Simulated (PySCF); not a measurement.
[Eu(H2O)4]3+: one run

[Eu(H2O)4]3+ (singlet in the valence; each metal's 4f electrons, 6 of them, lie in its core potential, out of spins and levels). PySCF 2.14.0, RKS TPSSh, Eu lcecp-1-SVP with ECP52, O def2-SVP, H def2-SVP; non-relativistic Hamiltonian with scalar-relativistic core potentials where named; density fitting; no spin-orbit coupling. Purpose: level TPSSh.

```python
mol = gto.M(atom='''
Eu    -0.00001     0.00000     0.00000
O      1.40830     1.28018     1.34637
H      1.34972     1.44479     2.31691
H      2.21441     1.78411     1.08334
O     -1.40832    -1.34637     1.28019
H     -2.21453    -1.08328     1.78406
H     -1.34957    -2.31695     1.44494
O      1.40830    -1.28018    -1.34637
H      2.21441    -1.78411    -1.08334
H      1.34972    -1.44479    -2.31691
O     -1.40832     1.34637    -1.28019
H     -1.34957     2.31695    -1.44494
H     -2.21453     1.08328    -1.78406''',
    basis={'Eu': 'lcecp-1-SVP', 'O': 'def2-SVP', 'H': 'def2-SVP'},
    ecp={'Eu': 'lcecp-1-SVP'},
    charge=3, spin=0)
mf = dft.RKS(mol, xc='TPSSH')
mf.grids.atom_grid = (75, 302)  # f atoms: unpruned, at least (60, 302)
mf = mf.density_fit()  # fitting sets: Eu AutoAux, O def2-universal-JKFIT, H def2-universal-JKFIT
mf.conv_tol = 1e-08; mf.max_cycle = 55
mf.kernel(dm0)  # dm0: converged density of the relaxed state
mf.nuc_grad_method().kernel()
```

Run from Python with OMP_NUM_THREADS=2; the lines above give its settings. Where DIIS fails, smearing, a level shift and second-order steps follow.
It took 15 s on 2 threads of Arm Neoverse V2 (shared host), from an already converged density.

Q: Where do the frontier levels lie, over both spins?

A: HOMO -23.10 eV, LUMO -15.59 eV. The 4f levels lie in the core potential and are missing.

Q: What are the Mulliken charges and spins?

A: 
```
atom  charge (e)  spin (e)
 Eu1       1.754     0.000
  O2      -0.324     0.000
  H3       0.318     0.000
  H4       0.317     0.000
  O5      -0.324     0.000
  H6       0.317     0.000
  H7       0.318     0.000
  O8      -0.324     0.000
  H9       0.317     0.000
 H10       0.318     0.000
 O11      -0.324     0.000
 H12       0.318     0.000
 H13       0.317     0.000
```
The spin of the 4f electrons in the core isn't counted.

Q: What forces act on the atoms (eV/Å)?

A: 
```
Eu   0.00  0.00  0.00
O   -0.08 -0.07 -0.09
H   -0.04  0.00  0.14
H    0.09  0.05 -0.07
O    0.08  0.09 -0.07
H   -0.09  0.06  0.05
H    0.04 -0.13  0.00
O   -0.08  0.07  0.09
H    0.09 -0.05  0.07
H   -0.04  0.00 -0.14
O    0.08 -0.09  0.07
H    0.04  0.13  0.00
H   -0.09 -0.06 -0.05
```
Forces carry noise of the integration grid, about 0.01 to 0.03 eV/Å.

The geometry was relaxed with r2SCAN (Eu lcecp-1-SVP with ECP52, O def2-SVP, H def2-SVP).

An lcecp potential fixes the number of 4f electrons, so in runs with it no electron can move into or out of that shell.
